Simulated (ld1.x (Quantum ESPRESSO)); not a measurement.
## Which change was made? (Se, PAW)

```json
{
 "Element": "Se (Z = 34)",
 "Generator": "ld1.x (Quantum ESPRESSO) 7.5",
 "Type": "PAW",
 "Functional": "PBE",
 "Relativity": "scalar-relativistic",
 "Frozen core": "[Ne]",
 "Valence charge": "24",
 "Reference configuration": "3s2 3p6 3d10 4s2 4p4",
 "Partial waves": "3s (bound): rcut 1.05, rcutus 1.20 bohr; 4s (bound): rcut 1.05, rcutus 1.20 bohr; 3p (bound): rcut 0.80, rcutus 1.00 bohr; 4p (bound): rcut 0.80, rcutus 1.00 bohr; 3d (bound): rcut 0.90, rcutus 1.10 bohr; 3d channel at -3.25 Ry: rcut 0.90, rcutus 1.10 bohr",
 "Local potential": "all-electron potential smoothed inside 1.20 bohr (lloc = -1)",
 "Core correction": "a·sin(br)/r model core, default radius (ld1.x builds one for every PAW set, though the input has nlcc=.false.)",
 "Augmentation charge": "PSQ, inside the norm-conserving radii"
}
```

Cutoffs, loose and tight: the cutoffs (Ry, on a coarse ladder) from which the occupation-weighted sum of valence levels, in a spherical-Bessel basis at the reference potential, stays within 10 and 1 mRy of its value at 400 Ry. They do not see the model core or the augmentation charge, which bear on the density cutoff. Test errors are all-electron minus pseudo excitation energies from the reference, over the configurations 3s2 3p6 3d10 4s2 4p3; 3s2 3p6 3d10 4s2 4p2; 3s2 3p6 3d10 4s2 4p1; 3s2 3p6 3d10 4s2 4p0; 3s2 3p6 3d10 4s2 4p3.5; 3s2 3p6 3d9 4s2 4p5; 3s2 3p6 3d10 4s2 4p4.3; variants that change the core or the reference have their own tests.

The base gives: outcome: generated, overlap not positive; bound ghosts: not determined (overlap not positive); largest test error (meV): +140.

(1) After one change the result is: outcome: generated, overlap not positive; bound ghosts: not determined (overlap not positive); largest test error (meV): +204. Which change was it?
A. augmentation PSQ, radius 0.90 bohr
B. local potential all-electron potential smoothed inside 1.30 bohr (lloc = -1)
C. waves 3p (bound): rcut 0.80, rcutus 1.26 bohr; 4p (bound): rcut 0.80, rcutus 1.26 bohr
D. type TM; waves now 3s (bound): rc 1.20 bohr; 3d (bound): rc 1.10 bohr; 3p (bound): rc 1.00 bohr; local potential the p channel; core correction none

Answers

(1) A. The others give: type TM; waves now 3s (bound): rc 1.20 bohr; 3d (bound): rc 1.10 bohr; 3p (bound): rc 1.00 bohr; local potential the p channel; core correction none → outcome: generated, misses its reference levels by 3.35 eV; cutoff, loose: 260 Ry; cutoff, tight: over 300 Ry; bound ghosts: none; largest test error (meV): -938 | waves 3p (bound): rcut 0.80, rcutus 1.26 bohr; 4p (bound): rcut 0.80, rcutus 1.26 bohr → outcome: generated, overlap not positive; bound ghosts: not determined (overlap not positive); largest test error (meV): +48 | local potential all-electron potential smoothed inside 1.30 bohr (lloc = -1) → outcome: generated; cutoff, loose: 160 Ry; cutoff, tight: 260 Ry; bound ghosts: none; largest test error (meV): test run stopped at test 1 of 7 (negative rho). A file whose overlap is not positive is unfit for use, and its test errors describe a broken file.
